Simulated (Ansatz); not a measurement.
## Cost against result

Saddle point of InH$_{5}$O$_{3}$, closed shell (InHO ([OH][In]) + H₂O + H₂O → InHO ([OH][In]) + H₂O + H₂O; bonds formed: In1–O3, O2–H5; bonds broken: In1–O2, O3–H5), PBE0-D4/def2-TZVP structure:

```
9
angstrom
In 1.0187 0.8397 1.2611
O -0.3094 1.0908 -0.6786
O -0.8055 -0.6120 0.8439
O 1.5183 -0.9124 -0.5147
H -0.8467 0.2372 -0.0134
H 1.1031 -0.3502 -1.1880
H -0.8539 1.8491 -0.8952
H -1.5961 -0.6992 1.3782
H 0.7716 -1.4426 -0.1933
```

Barriers are electronic and count from the start structure reached by relaxing down the imaginary mode.

Program: Ansatz 0.2.0. Basis: as named in each row. Cores are frozen in the correlated methods. Filled d shells of the heavier atoms are correlated. Core potentials replace the inner electrons of the atoms past krypton. The def2 sets are not built for correlating such inner shells, so the correlated values are less sure here. B3LYP uses VWN-RPA correlation. Extrapolation: Hartree–Fock as exp(−7.88 √X), correlation as X^−2.97.

Times are rough, for one single point on 4 threads of a shared host (Arm Neoverse V2).

The estimate by CCSD(T) at an estimated basis limit (MP2 extrapolated from triple and quadruple zeta, plus CCSD(T) − MP2 in triple zeta) is 23.5 kJ/mol.

| method | basis | time (s) | barrier (kJ/mol) | method less estimate |
| --- | --- | --- | --- | --- |
| SPW92 | def2-SVP | under 1 | -8.9 | -32.4 |
| PBE-D4 | def2-SVP | under 1 | 7.6 | -16.0 |
| PBE0-D4 | def2-SVP | under 1 | 13.3 | -10.3 |
| SPW92 | def2-TZVPP | 1 | -1.5 | -25.0 |
| PBE-D4 | def2-TZVPP | 2 | 14.4 | -9.2 |
| BLYP-D4 | def2-TZVPP | 2 | 21.7 | -1.9 |
| BHLYP-D4 | def2-TZVPP | 2 | 29.7 | 6.2 |
| B3LYP-D4 | def2-TZVPP | 2 | 23.9 | 0.4 |
| PBE0-D4 | def2-TZVPP | 2 | 19.0 | -4.5 |
| CAM-B3LYP-D4 | def2-TZVPP | 2 | 22.0 | -1.6 |
| wB97M-V | def2-SVP | 3 | 15.3 | -8.3 |
| r2SCAN-D4 | def2-TZVPP | 3 | 13.8 | -9.7 |
| r2SCAN0-D4 | def2-TZVPP | 3 | 18.0 | -5.5 |
| PBE-QIDH | def2-TZVPP | 4 | 20.7 | -2.8 |
| CCSD(T) | def2-SVP | 4 | 21.9 | -1.6 |
| B2PLYP | def2-TZVPP | 4 | 22.6 | -1.0 |
| RPA on PBE | def2-TZVPP | 5 | 23.1 | -0.5 |
| wB97X-V | def2-TZVPP | 6 | 21.9 | -1.7 |
| B97M-V | def2-TZVPP | 6 | 24.4 | 0.9 |
| wB97M-V | def2-TZVPP | 6 | 22.2 | -1.4 |
| MP2 | def2-QZVPP | 14 | 20.4 | -3.1 |
| CCSD(T) | def2-TZVPP | 100 | 24.1 | 0.6 |

All methods are single points on the PBE0-D4 structures; a negative value means that the method puts the saddle structure below the start.

No T1 diagnostic of these runs exceeds 0.016.

Labels in which every atom is bracketed show which atoms are joined, not bond orders.
